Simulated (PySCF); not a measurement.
Some computed properties have been withheld. Give your best values.

C8H9F.
SMILES: `CCc1cccc(F)c1`

Conformer (atom-mapped SMILES and torsion angles): `[CH3:1][CH2:2][c:3]1[cH:4][cH:5][cH:6][c:7]([F:8])[cH:9]1`: C1–C2–C3–C4 85°.

| property | level | value |
| --- | --- | --- |
| point group | PBE0-D3(BJ)/def2-SVP | C1 |
| rotational constants A, B, C | PBE0-D3(BJ)/def2-SVP | ? |
| dipole moment | wB97X-D/def2-SVPD | ? |
| HOMO energy | wB97X-D/def2-SVPD | ? |
| LUMO energy | wB97X-D/def2-SVPD | ? |
| lowest singlet excitation | TDDFT wB97X-D/def2-SVPD | 5.38 eV (230 nm, f = 0.013) |
| strongest line among the 10 lowest singlet transitions | TDDFT wB97X-D/def2-SVPD | S4 at 7.02 eV (177 nm, f = 0.760) |
| lowest triplet excitation (Tamm–Dancoff) | TDA wB97X-D/def2-SVPD | 4.17 eV |
| static isotropic polarisability | wB97X-D/def2-SVPD | 92.9 au |
| vertical ionisation energy | ΔSCF wB97X-D/def2-SVPD | ? |
| electronic spatial extent ⟨r²⟩ about the centre of nuclear charge | wB97X-D/def2-SVPD | 1322 bohr² |
| 13C chemical shifts (computed TMS as zero) by class | GIAO PBE0/pcSseg-1 | 170.6 (1 C), 153.3 (1 C), 135.5 (1 C), 128.5 (1 C), 120.6 (1 C), 117.8 (1 C), 33.4 (1 C), 21.0 (1 C) ppm |
| 1H chemical shifts (computed TMS as zero) by class | GIAO PBE0/pcSseg-1 | 7.39 (1 H), 7.05 (1 H), 6.99 (1 H), 6.97 (1 H), 2.47 (2 H), 1.16 (3 H) ppm |
| isotropic shieldings of nuclei other than C and H, by class | GIAO PBE0/pcSseg-1 | ? |

The electronic properties come from PySCF, for the isolated species, density fitting. NMR classes are plain means over equivalent atoms (diastereotopic ones count apart unless rotation or inversion swaps them), as if these changed places fast; in this geometry the members of some classes differ.

Give the LUMO energy.

1.27 eV.

What are the isotropic shieldings of nuclei other than C and H, by class?

289 (1 F) ppm.

The rotational constants A, B, C?

2.973, 1.128, 0.876 GHz.

Give the dipole moment.

1.81 D.

What is the HOMO energy?

-8.83 eV.

The vertical ionisation energy?

8.95 eV.

The 10 singlets span 5.38 to 8.12 eV, and their oscillator strengths add up to 1.32. The polarisability is 13.77 Å³ as a volume (1 au = 0.148185 Å³), or 1.41 au for each of the 66 electrons. The ΔSCF ionisation energy exceeds −ε(HOMO) by 0.12 eV with wB97X-D. The vertical singlet–triplet gap S1 − T1 is 1.21 eV (TDDFT singlet less Tamm–Dancoff triplet; S1: HOMO→LUMO, weight 0.60; T1: HOMO→LUMO+1, weight 0.44, beside HOMO−1→LUMO, weight 0.40).

For the geometry optimisation (PBE0-D3(BJ)/def2-SVP), hardware: one thread, Intel Xeon at 2.50 GHz (x86_64), shared host with 64 logical CPUs at a one-minute load of 63. Cost: 5.1 min wall, 3.7 min CPU, 0.72 GiB resident at most.

One conformer stands for the species.
